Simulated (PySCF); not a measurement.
# C₆ coefficients of unlike pairs at UHF

Calculated with PySCF 2.14 from the dipole response of each species, C₆(A,B) = (3/π) ∫ α_A(iu) α_B(iu) du, in atomic units, from isotropic polarisabilities. For ions this is the dispersion term alone; charge-induced terms of lower order in 1/R come first.

| species | configuration | basis | relativity | α (bohr³) | C₆ (like pair) |
| --- | --- | --- | --- | --- | --- |
| Zn³⁺ | [Ar] 3d9 (2D) | aug-cc-pVTZ-PP with one added diffuse shell each of s, p, d, f, g type with ECP10MDF (7s7p6d4f3g) | core potential | 1.298 | 2.846 |
| Ne | [Ne] (1S) | x2c-QZVPPall with one added diffuse shell each of s, p, d, f type (8s5p4d3f1g) | spin-free X2C | 2.340 | 5.474 |
| Tc | [Kr] 4d5 5s2 (6S) | def2-QZVPPD with the def2 core potential (28 electrons) (7s5p4d4f2g) | core potential | 135.6 | 1538 |
| Mg²⁺ | [Ne] (1S) | dyall-av3z (20s13p6d4f) | none | 0.4698 | 0.5589 |

Problem. Estimate C₆ for Mg²⁺ with Ne.

Solution. The integral gives 1.615. The combination rule 2 C_A C_B / (C_A α_B/α_A + C_B α_A/α_B) gives 1.576 and the geometric mean 1.749.

No spin-orbit coupling is included.

The other pairs:

| pair | C₆ |
| --- | --- |
| Tc, Zn³⁺ | 36.49 |
| Mg²⁺, Zn³⁺ | 1.250 |
| Ne, Zn³⁺ | 3.813 |
| Tc, Ne | 60.87 |
| Mg²⁺, Tc | 14.01 |
